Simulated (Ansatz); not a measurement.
Ansatz (a first-principles code) input (RI-MP2/def2-QZVPP):
A basis named .json is the Basis Set Exchange file of that set.

Ansatz 0.2 input:
```yaml
crystal:
  periodic: [false, false, false]
  atoms:
    - {symbol: In, position_ang: [-0.00000000, -0.00000000, -1.59217154]}
    - {symbol: I, position_ang: [0.00000000, 0.00000000, 1.47200765]}
basis:
  gaussian:
    orbitals: def2-QZVPP.json
    fitting: {mean_field: def2-universal-jkfit, correlation: def2-QZVPP-RIFIT.json}
total_charge: -1
magnetization: {spin_polarized: true, initial_magnetization: 1}
correlation: {method: mp2, electrons: outside_noble_gas}
```

End of the output:

```
integrals: 0.12 GiB planned
436 factors; integrals over basis functions are off by at most 9.5e-1 eV
552 factors; integrals over basis functions are off by at most 9.0e-1 eV
mean field: 0.47 GiB planned
mean field evaluation 1: about -13223.4605 eV, gradient 8.9e0 eV
mean field evaluation 2: about -13223.9175 eV, gradient 6.1e0 eV
mean field evaluation 4: about -13224.1221 eV, gradient 8.5e-1 eV
mean field evaluation 8: about -13224.1612 eV, gradient 2.4e-6 eV
mean field evaluation 16: about -13224.1237 eV, gradient 5.9e-1 eV
mean field evaluation 32: about -13222.9861 eV, gradient 9.0e-2 eV
mean field -13224.16118422 eV, -485.9789598618 hartree, gradient 2.4e-6 eV, S^2 0.766719; 8 other end points of the search recorded, 0 dependent functions left out
18 core orbitals not correlated
reference -13224.16118422 eV, -485.9789598618 hartree; 6, 5 occupied and 140, 141 virtual orbitals, 552 factors
second order -5.67477686 eV of doubles, -0.00000000 eV of singles
Total energy: -13229.83596108 eV, -486.1875040649 hartree
```
